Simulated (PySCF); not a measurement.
Several species in one continuum solvent.

Computed with PySCF at B3LYP/def2-SVPD, non-relativistic, each on one gas-phase PBE0-D3(BJ)/def2-SVP geometry that isn't relaxed in the solvent. The solvent is an IEF-PCM continuum (van der Waals radii × 1.2). The model holds no explicit solvent molecules, cavitation or dispersion.

Question: Order them by E(solvent) − E(gas) in chloroform (ε = 4.711), most negative first (kJ/mol).
A. `[H]/[N:8]=[CH:7]\[CH2:6][CH2:5][C@@H:2]([CH3:1])[C:3]#[N:4]` with C1–C2–C5–C6 -178°, C2–C5–C6–C7 -59°, C5–C6–C7–N8 110°
B. `C/N=C/C(F)(F)F`
C. `P` (PH3)

Answer: A (-32.3), B (-13.2), C (-2.5).

```
                SMILES  charge  ΔE (kJ/mol)  polarisation term (kJ/mol)  HOMO shift (eV)  dipole gas (D)  dipole solvent (D)  atoms  lowest singlet, gas (eV)  lowest singlet, solvent (eV)
[H]/N=C\CC[C@@H](C)C#N       0        -32.3                       -37.9            -0.01            4.75                5.96     18                      5.18                          5.31
        C/N=C/C(F)(F)F       0        -13.2                       -15.0            +0.13            3.14                3.69     11                      4.85                          4.88
                     P       0         -2.5                        -2.9            +0.07            0.57                0.77      4                      7.05                          7.03
```

The polarisation term is half the interaction of the solute with the induced surface charges. Singlets are vertical TDDFT energies (frozen core, non-equilibrium response), the lowest in each medium.
